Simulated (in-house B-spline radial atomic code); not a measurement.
# La II (La+): [Kr] 4d10 5s2 (5p1/2)1 (5p3/2)4 5d1 6s2 (with a hole in an inner shell)

All numbers are computed (Dirac-Kohn-Sham PBE0, spherical fractional occupations; Fermi nucleus of rms radius 4.855 fm) with a radial B-spline atomic code at the basis-set limit, not measured.

Z_r = [3n² - l(l+1)]/(2<r>); Z_e = n√(-2ε); the last column is Slater's effective charge. Values are occupation-weighted means over j. An effective charge above Z reflects the relativistic contraction of the inner shells.

```json
{"shell": "1s", "electrons": "2", "ε (eV)": "-38837", "<r> (bohr)": "0.02507", "Z_r": "59.84", "Z_e": "53.43", "Slater": "56.70"}
{"shell": "2s", "electrons": "2", "ε (eV)": "-6217.5", "<r> (bohr)": "0.107", "Z_r": "56.10", "Z_e": "42.75", "Slater": "52.85"}
{"shell": "2p", "electrons": "6", "ε (eV)": "-5584.9", "<r> (bohr)": "0.09399", "Z_r": "53.20", "Z_e": "40.52", "Slater": "52.85"}
{"shell": "3s", "electrons": "2", "ε (eV)": "-1350.8", "<r> (bohr)": "0.2845", "Z_r": "47.45", "Z_e": "29.89", "Slater": "45.75"}
{"shell": "3p", "electrons": "6", "ε (eV)": "-1146.1", "<r> (bohr)": "0.2824", "Z_r": "44.26", "Z_e": "27.53", "Slater": "45.75"}
{"shell": "3d", "electrons": "10", "ε (eV)": "-845.47", "<r> (bohr)": "0.2598", "Z_r": "40.42", "Z_e": "23.65", "Slater": "35.85"}
{"shell": "4s", "electrons": "2", "ε (eV)": "-287.17", "<r> (bohr)": "0.6538", "Z_r": "36.71", "Z_e": "18.38", "Slater": "29.25"}
{"shell": "4p", "electrons": "6", "ε (eV)": "-219.52", "<r> (bohr)": "0.692", "Z_r": "33.24", "Z_e": "16.07", "Slater": "29.25"}
{"shell": "4d", "electrons": "10", "ε (eV)": "-119.45", "<r> (bohr)": "0.7666", "Z_r": "27.40", "Z_e": "11.85", "Slater": "17.85"}
{"shell": "5s", "electrons": "2", "ε (eV)": "-51.786", "<r> (bohr)": "1.538", "Z_r": "24.38", "Z_e": "9.75", "Slater": "11.60"}
{"shell": "5p", "electrons": "5", "ε (eV)": "-33.268", "<r> (bohr)": "1.769", "Z_r": "20.63", "Z_e": "7.82", "Slater": "11.60"}
{"shell": "6s", "electrons": "2", "ε (eV)": "-10.261", "<r> (bohr)": "3.83", "Z_r": "14.10", "Z_e": "5.21", "Slater": "3.85"}
{"shell": "5d", "electrons": "1", "ε (eV)": "-10.067", "<r> (bohr)": "2.601", "Z_r": "13.26", "Z_e": "4.30", "Slater": "4.00"}
```

The least bound orbital is 5d5/2 at -10.04 eV, while the most diffuse is 6s1/2 (<r> = 3.83 bohr against 2.609 bohr): energy order and size order differ. The part-filled 5p shell lies below the filled 6s shell in orbital energy.

For the 1s electron the small component carries 4.44 % of the norm, the zero-frequency Breit interaction raises the level by 103.6 eV, self-energy by 60.27 eV, and vacuum polarisation lowers it by 8.843 eV.

Caution: exact exchange at fractional occupations of open shells leaves self-interaction of up to several eV.
